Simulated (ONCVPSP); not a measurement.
# Building the ONCV potential for Os (Z = 76) (LDA (Perdew-Zunger), fully relativistic).

| Quantity | Value |
| --- | --- |
| Element | osmium |
| Generator | ONCVPSP 4.0.1 |
| Type | optimised norm-conserving Vanderbilt (ONCV) |
| Functional | LDA (Perdew-Zunger) |
| Relativity | fully relativistic |
| Frozen core | [Kr] 4d10 |
| Valence charge | 30 |
| Reference configuration | 4f13 5s2 5p6 5d7 6s2 |
| Partial waves | 5s+6s: rc 1.35 bohr, ncon 4, nbas 7, qcut 7.5 1/bohr, 2 projectors; 5p: rc 1.90 bohr, ncon 4, nbas 7, qcut 8.2 1/bohr, 2 projectors, debl 0.7 Ha; 5d: rc 1.95 bohr, ncon 4, nbas 9, qcut 7.5 1/bohr, 1 projector; 4f: rc 0.70 bohr, ncon 5, nbas 9, qcut 20.4 1/bohr, 2 projectors, debl 2.6 Ha |
| Local potential | polynomial inside 0.60 bohr (lpopt 5, dvloc0 1 Ha) |
| Core correction | polynomial model core, fcfact 0.75 |

Open shells are filled in proportion to 2j + 1.

In the p channel the program set the typed energies aside and used -1.850, 0.250 Ha (j = l + 1/2; the other j can differ).

All-electron outer shells of the reference configuration (LDA (Perdew-Zunger), scalar-relativistic, ld1.x):

```tsv
shell	level (eV)	outermost node (bohr)	outermost maximum (bohr)
4d	-283.53	0.21	0.44
5s	-95.84	0.51	0.90
4f	-62.37	–	0.40
5p	-53.94	0.55	1.02
5d	-7.49	0.60	1.31
6s	-6.46	1.19	2.42
```

Question: Does the generator finish with these settings?

Answer: Yes, a potential is produced and its reference levels are reproduced.

Question: Estimate the cutoffs (Ha) at which the residual kinetic energy of the hardest occupied pseudo-wave falls to 1 and 0.1 mHa per electron.

Answer: 633 Ha and 715 Ha.

Question: Does the potential have ghost states?

Answer: Ghosts flagged at negative energy: s at -905.0 eV, p3/2 at -274.3 eV, p1/2 at -199.4 eV, d5/2 at -4.9 eV; GHOST(+) flagged for s at 379.2 eV. A true bound ghost makes a file unfit for plane-wave use.

Question: Which valence shell sets the plane-wave cutoff?

Answer: 4f: 633 Ha for 1 mHa per electron, against 26 Ha for 5s.

4 of 4 tests not solved or not reliable.
